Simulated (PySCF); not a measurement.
C₆ coefficients of unlike pairs at CAM-B3LYP

Calculated with PySCF 2.14 from the dipole response of each species, C₆(A,B) = (3/π) ∫ α_A(iu) α_B(iu) du, in atomic units, from isotropic polarisabilities. For ions this is the dispersion term alone; charge-induced terms of lower order in 1/R come first.

```
species           configuration                                                                                      basis      relativity  α (bohr³)  C₆ (like pair)
    N²⁺       [He] 2s2 2p1 (2P)                                                                     aug-cc-pwCVDZ (5s4p2d)            none      2.605           3.686
     Be           [He] 2s2 (1S)                                                                     dyall-av3z (15s9p4d2f)            none      43.18           257.9
   Br²⁺  [Ar] 3d10 4s2 4p3 (4S)  aug-cc-pVTZ-PP with one added diffuse shell each of s, d, f type with ECP10MDF (7s5p5d3f)  core potential      8.272           39.16
    Ga⁺      [Ar] 3d10 4s2 (1S)                                                                     def2-TZVPPD (7s5p5d1f)            none      18.49           91.08
```

(1) Estimate C₆ for Ga⁺ with Br²⁺.

No spin-orbit coupling is included.

The other pairs:

```json
{"pair": "Br²⁺, N²⁺", "C₆": "12.00"}
{"pair": "Be, N²⁺", "C₆": "24.80"}
{"pair": "Ga⁺, Be", "C₆": "145.1"}
{"pair": "Br²⁺, Be", "C₆": "80.35"}
{"pair": "Ga⁺, N²⁺", "C₆": "17.31"}
```

Results:

(1) The integral gives 56.37. The combination rule 2 C_A C_B / (C_A α_B/α_A + C_B α_A/α_B) gives 55.60 and the geometric mean 59.72.
